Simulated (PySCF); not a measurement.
Isomers of C5H14N2Si, mass 130.093 u with the commonest isotopes. Computed with PBE0/pcSseg-1 in PySCF (dipole) on a GFN2-xTB geometry, gas phase. One conformer each, none proved a minimum here; rigid rotors.

Problem. Order these by dipole moment, smallest first.
A. `[SiH3:1][NH:2][N:3]1[CH2:4][CH2:5][CH2:6][CH2:7][CH2:8]1` with Si1–N2–N3–C4 142°, N2–N3–C4–C5 -173°, N3–C4–C5–C6 -58°, C4–C5–C6–C7 56°, C5–C6–C7–C8 -56°
B. `[CH3:1][C:2]1([Si:3]([CH3:4])([NH2:5])[NH2:6])[CH2:7][CH2:8]1` with C1–C2–Si3–C4 -64°, C2–Si3–N5–H -51° and 174°, C2–Si3–N6–H 72° and -65°
C. `[NH2:1][CH2:2][C@@H:3]1[CH2:4][CH2:5][N:6]([SiH3:7])[CH2:8]1` with H–N1–C2–C3 -61° and 180°, N1–C2–C3–C4 -168°, C2–C3–C4–C5 -142°, C3–C4–C5–N6 37°, C4–C5–N6–Si7 158°, C5–N6–C8–C3 29°

Solution. B (0.22 D), C (0.87 D), A (1.48 D).

Problem. Order these by rotational constant C, largest first.
A. `[NH2:1][CH2:2][C@@H:3]1[CH2:4][CH2:5][N:6]([SiH3:7])[CH2:8]1` with H–N1–C2–C3 -61° and 180°, N1–C2–C3–C4 -168°, C2–C3–C4–C5 -142°, C3–C4–C5–N6 37°, C4–C5–N6–Si7 158°, C5–N6–C8–C3 29°
B. `[SiH3:1][NH:2][N:3]1[CH2:4][CH2:5][CH2:6][CH2:7][CH2:8]1` with Si1–N2–N3–C4 142°, N2–N3–C4–C5 -173°, N3–C4–C5–C6 -58°, C4–C5–C6–C7 56°, C5–C6–C7–C8 -56°
C. `[CH3:1][C:2]1([Si:3]([CH3:4])([NH2:5])[NH2:6])[CH2:7][CH2:8]1` with C1–C2–Si3–C4 -64°, C2–Si3–N5–H -51° and 174°, C2–Si3–N6–H 72° and -65°

Solution. C (1226 MHz), B (830.6 MHz), A (786.5 MHz).

Problem. Order these by rotational constant A, largest first.
A. `[CH3:1][C:2]1([Si:3]([CH3:4])([NH2:5])[NH2:6])[CH2:7][CH2:8]1` with C1–C2–Si3–C4 -64°, C2–Si3–N5–H -51° and 174°, C2–Si3–N6–H 72° and -65°
B. `[SiH3:1][NH:2][N:3]1[CH2:4][CH2:5][CH2:6][CH2:7][CH2:8]1` with Si1–N2–N3–C4 142°, N2–N3–C4–C5 -173°, N3–C4–C5–C6 -58°, C4–C5–C6–C7 56°, C5–C6–C7–C8 -56°
C. `[NH2:1][CH2:2][C@@H:3]1[CH2:4][CH2:5][N:6]([SiH3:7])[CH2:8]1` with H–N1–C2–C3 -61° and 180°, N1–C2–C3–C4 -168°, C2–C3–C4–C5 -142°, C3–C4–C5–N6 37°, C4–C5–N6–Si7 158°, C5–N6–C8–C3 29°

Solution. B (3849 MHz), C (3250 MHz), A (2154 MHz).

```tsv
SMILES	point group	Ia (u·Å²)	Ib (u·Å²)	Ic (u·Å²)	κ	μa (D)	μb (D)	μc (D)
CC1([Si](C)(N)N)CC1	C1	234.62	383.78	412.38	-0.80	0.03	0.20	0.09
[SiH3]NN1CCCCC1	C1	131.31	537.82	608.46	-0.93	1.05	0.27	1.01
NC[C@@H]1CCN([SiH3])C1	C1	155.50	538.34	642.55	-0.88	0.44	0.08	0.74
```
